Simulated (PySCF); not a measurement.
## Vibration and rotation of RuH

ROHF-CCSD(T) constants of RuH, ⁴Σ⁻ (quartet), unpaired electrons σ ↑, δ ↑↑ (H def2-TZVPPD, Ru def2-TZVPPD with ECP28; scalar-relativistic core potentials (PySCF 2.14); masses 1.0078 and 101.9043 u):

* ωe: 2004.9 cm⁻¹
* ωexe: 36.5 cm⁻¹
* Be: 6.819 cm⁻¹
* αe: 0.196 cm⁻¹
* De to H + Ru (4d7 5s1): 2.75 eV

Question: What force constant and bond length do these constants imply?

Answer: Reduced mass μred = 0.99796 u; k = 5.8918×10⁻⁷·μred·ωe² (u, cm⁻¹, mdyn/Å) = 2.36 mdyn/Å; Re = √(16.8576/(μred·Be)) (u, cm⁻¹, Å) = 1.574 Å.

Question: Estimate the centrifugal constant D from the Kratzer relation and find the Dunham coefficient a1.

Answer: D = 4Be³/ωe² = 0.000316 cm⁻¹; a1 = −1 − αeωe/(6Be²) = -2.41.

Correlated steps freeze no core orbitals. These are scalar-relativistic numbers at best; spin–orbit coupling would shift them, the dissociation energy most. With d or f electrons several states lie close, and the lowest PBE0 determinant need not be the measured ground state.
